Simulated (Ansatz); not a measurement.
Species: sum formula BN2H3F (charge 0, doublet). It need not be the lowest isomer of its formula. 
Coordinates optimised at B3LYP-D3(BJ)/def2-TZVP (Ansatz, a quantum-chemistry and plane-wave program):
```
B
F 1 1.3509
N 1 1.3995 2 119.05
H 3 1.0049 1 122.18 2 -175.72
H 3 1.0058 4 115.04 1 177.21
N 1 1.4515 2 120.10 3 -176.97
H 6 1.0212 1 113.70 2 -49.34
```
Charge 0, spin multiplicity 2.

Atomisation energy built up term by term with Ansatz (kcal/mol; UHF references for open shells; valence terms freeze the core; atomic spin-orbit terms are left out). CBS marks a two-point X^-3 extrapolation of the correlation energy; Hartree-Fock from the larger set.

```tsv
term	basis	kcal/mol
Hartree-Fock	cc-pVQZ	453.13
CCSD correlation	CBS(cc-pVTZ,cc-pVQZ)	174.45
(T)	CBS(cc-pVTZ,cc-pVQZ)	11.55
core correlation	cc-pwCVTZ	2.78
scalar relativity (X2C)	cc-pVTZ-DK against cc-pVTZ	-0.75
sum: De		641.2
```

(T) makes 1.8 % of the CCSD(T) atomisation energy; under 5 % is typical of single-reference molecules.
